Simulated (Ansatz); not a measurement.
Start from `[AlH2][SiH]([SiH3])O[SiH3]` and change one atom or group to get `O[SiH]([SiH3])O[SiH3]`.

Ansatz, PBE0-D4/def2-TZVP geometries, multiplicity 1. Each molecule was computed in one conformer, which needn't be the lowest.

```json
{"property": "ideal-gas entropy at 298 K and 1 bar (rigid rotor, harmonic PBE0-D4/def2-TZVP) / J/(mol·K)", "`[AlH2][SiH]([SiH3])O[SiH3]`": "460"}
{"property": "HOMO energy (PBE0/def2-TZVPP) / eV", "`[AlH2][SiH]([SiH3])O[SiH3]`": "-7.14"}
{"property": "LUMO energy (PBE0/def2-TZVPP) / eV", "`[AlH2][SiH]([SiH3])O[SiH3]`": "-2.18"}
{"property": "HOMO energy (B3LYP/def2-TZVPP) / eV", "`[AlH2][SiH]([SiH3])O[SiH3]`": "-6.95"}
{"property": "HOMO energy (ωB97M-V/def2-TZVPP) / eV", "`[AlH2][SiH]([SiH3])O[SiH3]`": "-9.08"}
{"property": "size of the dipole moment (ωB97M-V/def2-TZVPP) / D", "`[AlH2][SiH]([SiH3])O[SiH3]`": "0.26"}
```

(1) Give the same properties after the change, and the shifts. (Estimate.)

Answers

(1) Ansatz gave: 
| property | `O[SiH]([SiH3])O[SiH3]` | shift |
| --- | --- | --- |
| ideal-gas entropy at 298 K and 1 bar (rigid rotor, harmonic PBE0-D4/def2-TZVP) / J/(mol·K) | 420 | -40 |
| HOMO energy (PBE0/def2-TZVPP) / eV | -7.79 | -0.65 |
| LUMO energy (PBE0/def2-TZVPP) / eV | -0.33 | 1.85 |
| HOMO energy (B3LYP/def2-TZVPP) / eV | -7.60 | -0.65 |
| HOMO energy (ωB97M-V/def2-TZVPP) / eV | -9.87 | -0.79 |
| size of the dipole moment (ωB97M-V/def2-TZVPP) / D | 1.31 | 1.05 |

With PBE0 the HOMO falls by 0.65 eV and the LUMO rises by 1.85 eV, so the gap widens by about 2.50 eV. PBE moves the HOMO by -0.47 eV and ωB97M-V by -0.79 eV. The zero-point energy changes by 3.5 kJ/mol with -3 modes. Dipoles are sizes alone; their direction can turn. Modes under 60 cm⁻¹, often nearly free rotors, make the harmonic entropy too high.

B3LYP here is the variant with VWN-RPA as its local correlation; programs differ in this.
